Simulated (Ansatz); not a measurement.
Input file for Ansatz (a quantum-chemistry and plane-wave program): R-B97M-V/def2-TZVPPD on C2H2 (SMILES C#C). The basis file is the Basis Set Exchange's JSON of that set.

Ansatz 0.2 input:
```yaml
crystal:
  periodic: [false, false, false]
  atoms:
    - {symbol: C, position_ang: [0.00000000, -0.00000000, 0.59839447]}
    - {symbol: C, position_ang: [-0.00000000, 0.00000000, -0.59839447]}
    - {symbol: H, position_ang: [-0.00000000, -0.00000000, -1.66106597]}
    - {symbol: H, position_ang: [-0.00000000, 0.00000000, 1.66106597]}
basis:
  gaussian:
    orbitals: def2-TZVPPD.json
hamiltonian:
  xc: {name: B97M-V}
scf: {lower_state_search: off}
```

Output:

```
WARN ansatz: RAYON_NUM_THREADS=1 ignored (pool sized by the plan → 1); use --threads N
Functional definition: B97M-V
these checks for a lower state are left out or cut short: stability, starts, cluster_reference, orbital_swaps, neighbouring_geometries, increment
integrals: 0.02 GiB planned
466 factors; their error is unknown
mean field: 0.26 GiB planned
mean field evaluation 1: about -2100.3074 eV, gradient 4.4e1 eV
mean field evaluation 2: about -2098.0727 eV, gradient 5.1e1 eV
mean field evaluation 4: about -2105.0800 eV, gradient 3.0e-1 eV
mean field evaluation 8: about -2105.0648 eV, gradient 1.8e-3 eV
mean field evaluation 16: about -2105.0648 eV, gradient 2.7e-7 eV
mean field -2105.06482355 eV, -77.3597054012 hartree, gradient 3.1e-7 eV, S^2 0.000000; 0 other end points of the search recorded, 0 dependent functions left out
reference -2105.06486325 eV, -77.3597068603 hartree; 7, 7 occupied and 101, 101 virtual orbitals, 466 factors
Total energy: -2105.06486325 eV, -77.3597068603 hartree
Checks for a lower state left out: stability, starts, cluster_reference, orbital_swaps, neighbouring_geometries, increment
```

The calculation finished and met its thresholds.

Cost: roughly 0.8 core-seconds.
